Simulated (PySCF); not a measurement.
Atom-mapped SMILES (the numbers label the heavy atoms): `[CH3:1][CH:2]([CH3:3])[SiH2:4]/[CH:5]=[CH:6]/[SiH3:7]`; H(Xn) means a hydrogen on atom n.

Level of theory: B97-2/pcSseg-1 with gauge-including orbitals, PBE0-D3(BJ)/def2-SVP geometry, in PySCF 2.14 (no relativistic terms, single conformer, no solvent model, fast rotation and ring inversion assumed for equivalent nuclei).

**Question.** List the cross peaks expected in HSQC, COSY and HMBC spectra.

**Answer.** 

HSQC (one-bond C–H):
```tsv
δH	δC
7.02 (H(C5))	157.1 (C5)
6.89 (H(C6))	150.9 (C6)
1.05 (H(C1)/H(C3))	20.2 (C1/C3)
0.84 (H(C2))	14.1 (C2)
```

COSY cross peaks (H two or three bonds apart, from the bond graph; peaks can be absent where the dihedral angle is near 90°):
```tsv
δH	δH
7.02 (H(C5))	6.89 (H(C6))
7.02 (H(C5))	4.03 (H(Si4))
6.89 (H(C6))	4.11 (H(Si7))
4.03 (H(Si4))	0.84 (H(C2))
1.05 (H(C1)/H(C3))	0.84 (H(C2))
```

HMBC (two and three bonds, from the bond graph):
```tsv
δH	δC
7.02 (H(C5))	150.9 (C6), 14.1 (C2)
6.89 (H(C6))	157.1 (C5)
4.11 (H(Si7))	157.1 (C5), 150.9 (C6)
4.03 (H(Si4))	157.1 (C5), 150.9 (C6), 20.2 (C1/C3), 14.1 (C2)
1.05 (H(C1)/H(C3))	20.2 (C1/C3), 14.1 (C2)
0.84 (H(C2))	157.1 (C5), 20.2 (C1/C3)
```

References, each an isolated molecule treated in the same way: TMS for ¹H (31.38 ppm) and ¹³C (183.69 ppm).

Short H···H contacts in this conformer between protons four or more bonds apart (candidates for NOE cross peaks, intensity ∝ r⁻⁶): H(Si4)···H(C6) 2.68 Å, H(C5)···H(Si7) 2.68 Å.

Shifts are as computed. Against solution values, carbons near 30 ppm lie about +1 ppm off and those near 130 ppm about +2 ppm. Of 1211 compounds with measured shifts, 218 miss one by over three times the rms of a fit or turn the order of signals round; such compounds aren't used in these exercises.
